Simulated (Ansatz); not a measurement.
`N#C[SiH](F)F`, relaxed with RKS PBE-D4/def2-SVP in the Gaussian-basis code of Ansatz from a rough embedded geometry. The force threshold is 0.03 eV/Å; the program also tests the step.

Total charge 0; spin multiplicity 1.

Start:

```xyz
6

N    -0.383   -2.395    0.776
C    -0.207   -1.241    0.436
Si    0.095    0.538   -0.128
F    -0.856    1.509    0.537
F    -0.170    0.631   -1.736
H     1.520    0.958    0.114
```

(1) How much energy does the relaxation release, and in how many steps? (Best estimate.)

(2) Which bonds change most? (Best estimate.)

(3) Give the relaxed structure. (Best estimate.)

Answers

(1) The calculation gave: 36.00 kJ/mol, in 3 steps.

(2) Ansatz gave: Si3–F4 from 1.512 to 1.618 Å; N1–C2 from 1.215 to 1.173 Å; C2–Si3 from 1.891 to 1.852 Å; Si3–H6 from 1.505 to 1.482 Å.

(3) Ansatz gave: 
```xyz
6

N    -0.383   -2.314    0.760
C    -0.200   -1.210    0.410
Si    0.135    0.521   -0.154
F    -0.912    1.495    0.602
F    -0.172    0.576   -1.742
H     1.532    0.932    0.125
```
